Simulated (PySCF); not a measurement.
# TPSS on Hf²⁺ (hafnium, charge +2)

Configuration: [Xe] 4f14 5d1 6s1, high-spin 3D determinant (an excited configuration). Computed with PySCF 2.14 in aug-cc-pVTZ-PP with ECP60MDF, with a scalar-relativistic core potential.

* Total energy: -47.6522 hartree
* One-electron energy: -72.4031 hartree
* Hartree (Coulomb) energy: 30.1164 hartree
* Exchange-correlation energy: -5.3655 hartree
* ⟨S²⟩: 2.0007
* ⟨L²⟩: 6.013
* Sum of ⟨r⟩: 15.53 bohr
* Sum of ⟨r²⟩: 30.01 bohr²
* Traceless quadrupole moment −½Σ⟨3z² − r²⟩ along its main axis: 1.23 e·bohr²
* Time after the integrals: of the order of 8 core-seconds

```csv
shell,electrons,mean orbital energy (eV),spread (eV),"rms radius, mean of both spins (bohr)"
5s α,1,-84.224,0,1.22
5s β,1,-83.663,0,1.22
5p α,3,-53.196,0.375,1.43
5p β,3,-52.384,1.065,1.43
5d α,1,-19.438,0,2.24
6s α,1,-18.848,0,3.13
```

Energies and moments cover only the electrons outside the core potential. Spin-orbit coupling, absent here, splits the open shell strongly.
